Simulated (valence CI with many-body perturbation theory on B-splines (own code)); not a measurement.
## Energy levels of Pd XXXIII

Calculated by configuration interaction combined with many-body perturbation theory (CI+MBPT): four valence electrons over a frozen Dirac-Fock core [Ne], radial functions for each j: 9 s, 9 p, 8 d, 6 f, 3 g, 1 h, with the one-electron correlation potential Σ1, the two-electron term Σ2, the three-electron term Σ3, Breit, model QED; selected CI, second order for the rest, scaled by the run's own slope (own B-spline code, finite nucleus).

The last digits are not significant, and no measured levels were compared; by estimate large intervals hold to a few tenths of a per cent, small ones and those within an open d or f shell to about a per cent.

Levels 1 to 31 of 31, with energies above the lowest level, (3s^2 3p1/2^2) J=0. "Leading %" is the weight of the configuration and term that name the level; weights of strongly mixed levels are sums over their largest components and can fall short. In the jj column 3d3/2^4 stands for four electrons in 3d with j = 3/2. Lifetimes count E1, E2, E3, M1 and M2 decay at the calculated energies, and are blank where another channel may lead or the interval is too uncertain; long ones can be off by a factor of two.

```csv
No.,Configuration,Term,J,E (eV),Leading %,g,Lifetime,Leading jj
1,3s²3p²,³P,0,0.00,76,,,3s^2 3p1/2^2 (97 %)
2,3s²3p²,³P,1,32.52,98,1.497,4.01 μs,3s^2 3p1/2 3p3/2 (98 %)
3,3s²3p²,¹D,2,37.61,55,1.216,1.05 ms,3s^2 3p1/2 3p3/2 (97 %)
4,3s²3p²,³P,2,73.86,55,1.276,1.89 μs,3s^2 3p3/2^2 (97 %)
5,3s²3p²,¹S,0,85.41,75,,1.03 μs,3s^2 3p3/2^2 (96 %)
6,3s3p³,⁵S°,2,110.73,56,1.732,256 ps,3s 3p1/2^2 3p3/2 (83 %)
7,3s3p³,³D°,1,127.22,49,0.876,26.7 ps,3s 3p1/2^2 3p3/2 (75 %)
8,3s3p³,³D°,2,141.00,47,1.443,187 ps,3s 3p1/2 3p3/2^2 (79 %)
9,3s3p³,³D°,3,149.40,82,1.319,209 ps,3s 3p1/2 3p3/2^2 (82 %)
10,3s²3p3d,³F°,2,149.97,54,0.848,1.20 ns,3s^2 3p1/2 3d3/2 (84 %)
11,3s3p³,³P°,0,160.78,90,,29.0 ps,3s 3p1/2 3p3/2^2 (90 %)
12,3s3p³,³P°,1,163.64,50,1.258,11.3 ps,3s 3p1/2 3p3/2^2 (69 %)
13,3s²3p3d,³F°,2,167.29,34,0.995,21.7 ps,3s 3p1/2 3p3/2^2 (42 %)
14,3s²3p3d,³F°,3,171.09,76,1.109,29.0 ps,3s^2 3p1/2 3d5/2 (75 %)
15,3s²3p3d,³D°,1,173.04,24,1.179,3.93 ps,3s^2 3p1/2 3d3/2 (42 %)
16,3s²3p3d,³D°,2,178.05,29,1.304,6.12 ps,3s^2 3p1/2 3d5/2 (59 %)
17,3s3p³,³S°,1,179.14,25,1.161,4.30 ps,3s 3p1/2 3p3/2^2 (62 %)
18,3s²3p3d,³P°,2,189.91,29,1.308,53.1 ps,3s 3p3/2^3 (47 %)
19,3s²3p3d,³F°,4,199.29,98,1.246,4.52 μs,3s^2 3p3/2 3d5/2 (98 %)
20,3s²3p3d,³P°,1,203.90,37,1.174,4.04 ps,3s^2 3p3/2 3d3/2 (71 %)
21,3s²3p3d,³D°,2,204.86,44,1.062,3.33 ps,3s^2 3p3/2 3d3/2 (73 %)
22,3s²3p3d,³D°,3,206.02,51,1.207,4.64 ps,3s^2 3p3/2 3d3/2 (64 %)
23,3s²3p3d,³P°,0,206.38,89,,4.66 ps,3s^2 3p3/2 3d3/2 (89 %)
24,3s²3p3d,³P°,1,217.07,29,1.332,5.57 ps,3s 3p3/2^3 (46 %)
25,3s²3p3d,³P°,2,218.86,28,1.277,4.89 ps,3s^2 3p3/2 3d5/2 (51 %)
26,3s²3p3d,¹F°,3,221.79,68,1.098,5.36 ps,3s^2 3p3/2 3d5/2 (74 %)
27,3s3p²3d,⁵F,1,230.76,66,0.280,134 ps,3s 3p1/2^2 3d3/2 (82 %)
28,3s²3p3d,¹P°,1,231.55,49,0.992,4.14 ps,3s^2 3p3/2 3d5/2 (52 %)
29,3s3p²3d,⁵F,2,232.72,36,1.216,137 ps,3s 3p1/2^2 3d3/2 (70 %)
30,3p⁴,³P,2,242.63,30,1.246,26.8 ps,3p1/2^2 3p3/2^2 (42 %)
31,3s3p²3d,⁵F,3,243.66,37,1.373,44.5 ps,3s 3p1/2^2 3d5/2 (72 %)
```

The ionisation energy to 3s²3p ²P°1/2 of the next ion comes out as 1960.7 eV (NIST: 1962 ± 4 eV (semi-empirical)). All 31 levels together are meant to be complete up to 253.41 eV.
